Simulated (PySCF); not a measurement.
Compound: C3H5BF2O2S.
SMILES: `O=S1(=O)CC[C@@H]1B(F)F`

A PySCF run (density fitting, gas phase, GFN2-xTB geometry) gave HOMO -8.64 eV, LUMO -1.36 eV, dipole 5.13 D and E = -889.879 Eh.

Question: Which of these levels was it?
A. PBE0/def2-SVPD
B. PBE0/pcSseg-1
C. WP04/STO-3G
D. X3LYP/def2-SVPD
E. wB97X/pcSseg-1

Answer: D. It is X3LYP/def2-SVPD. All candidates on this geometry:

| level and settings | kind | basis functions | SCF cycles | E (Eh) | HOMO (eV) | LUMO (eV) | dipole (D) |
| --- | --- | --- | --- | --- | --- | --- | --- |
| WP04/STO-3G, grid level 1, damping 0.3 at the start, DIIS from the seventh cycle | global hybrid fitted to proton shifts | 54 | 25 | -892.7865 | -6.02 | -0.54 | 3.09 |
| X3LYP/def2-SVPD | global hybrid | 239 | 15 | -889.8790 | -8.64 | -1.36 | 5.13 |
| PBE0/def2-SVPD | global hybrid | 239 | 14 | -889.4404 | -8.81 | -1.18 | 5.09 |
| PBE0/pcSseg-1 | global hybrid | 185 | 15 | -889.8334 | -8.73 | -1.04 | 4.94 |
| wB97X/pcSseg-1, energy threshold 1e-11 Eh | range-separated hybrid | 185 | 14 | -890.3717 | -11.04 | 1.23 | 5.07 |

The nearest other candidate, by the summed differences of HOMO and LUMO, is PBE0/def2-SVPD: its HOMO differs by -0.17 eV and its LUMO by +0.18 eV. Cycle counts include a coarse-grid stage where the run had one. WP04 was designed for NMR shieldings or shifts; total energies of different functionals aren't comparable.

The values belong to the conformer `[O:1]=[S:2]1(=[O:3])[CH2:4][CH2:5][C@@H:6]1[B:7]([F:8])[F:9]`: C5–C6–B7–F8 171°.
